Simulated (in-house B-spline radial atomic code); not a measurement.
Configurations of Sm IV (Sm3+), with energies counted from [Xe] 4f5. All numbers are computed (scalar-relativistic (X2C) TPSSh, spin-polarised, spherical fractional occupations; Fermi nucleus of rms radius 5.0819 fm) with a radial B-spline atomic code at the basis-set limit, not measured. Shells without spins written out take the highest spin.

Caution: exact exchange at fractional occupations of open shells leaves self-interaction of up to several eV.

Occupations are held fixed; configurations that lie above the ionisation limit could autoionise.

| configuration | E - E(ref) (eV) | highest orbital | its <r> (bohr) |
| --- | --- | --- | --- |
| [Xe] 4f4 5d1 | 12.176 | 5d up | 2.102 |
| [Xe] 4f4 6s1 | 15.953 | 6s up | 3.082 |
| [Xe] 4f(3 up, 1 down) 6p(0 up, 1 down) | 25.574 | 6p down | 3.644 |
| [Kr] 4d10 4f5 5s2 5p5 6p1 | 34.016 | 6p up | 3.642 |
| [Kr] 4d10 4f(4 up, 1 down) 5s2 5p(2 up, 3 down) 6d(1 up, 0 down) | 47.213 | 6d up | 4.813 |
| [Kr] 4d10 4f(4 up, 1 down) 5s2 5p(3 up, 2 down) 6f(0 up, 1 down) | 52.232 | 6f down | 7.594 |
| [Kr] 4d(4 up, 5 down) 4f(0 up, 5 down) 5s2 5p6 6s(0 up, 1 down) | 141.75 | 6s down | 3.072 |

(1) Order these further configurations by energy, lowest first.
A. [Kr] 4d10 4f5 5s2 5p5 6s1
B. [Kr] 4d9 4f5 5s2 5p6 6d1
C. [Xe] 4f(3 up, 2 down)
D. [Kr] 4d10 4f6 5s2 5p5
E. [Kr] 4d9 4f5 5s2 5p6 5d1

(2) How far above the reference does [Kr] 4d9 4f6 5s2 5p6 lie?

(3) How far above the reference does [Xe] 4f4 5f1 lie?

## Answers

(1) C (7.2927 eV), D (15.928 eV), A (28.5 eV), E (137.88 eV), B (153.95 eV).

(2) 123.57 eV; its least bound orbital is 4f up with <r> = 0.8745 bohr.

(3) 29.634 eV; its least bound orbital is 5f up with <r> = 4.298 bohr.
